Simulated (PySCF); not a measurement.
C2H3N3, charge +1, multiplicity 2. Atoms are numbered in the order given.

```xyz
8

C      0.0761     1.1971     0.0000
N      1.0797     0.3066     0.0000
C      0.6385    -0.9480     0.0000
N     -0.6749    -0.8295     0.0000
N     -1.0135     0.4688     0.0000
H      0.1364     2.2855     0.0000
H      1.2429    -1.8565     0.0000
H     -1.4052    -1.5446     0.0000
```
Charge +1, spin multiplicity 2.

Geometry: PBE0-D3(BJ)/def2-SVP. The spin state was assumed, not searched.

Method: CAM-B3LYP/def2-TZVP (PySCF).

Isolated molecule, no solvent.

| Quantity | Result |
|---|---|
| total energy | -241.86080 hartree |
| point group | Cs |
| α spin, highest occupied and lowest empty level | -16.35 and -5.51 eV |
| β spin, highest occupied and lowest empty level | -16.27 and -10.66 eV |
| dipole moment about the centre of nuclear charge | 1.98 D |
| mean static polarisability | 41.6 bohr³ (6.17 Å³) |
| polarisability, principal values | 23.4, 42.5, 59.0 bohr³ |
| ⟨S²⟩ | 0.758 (pure state 0.75) |
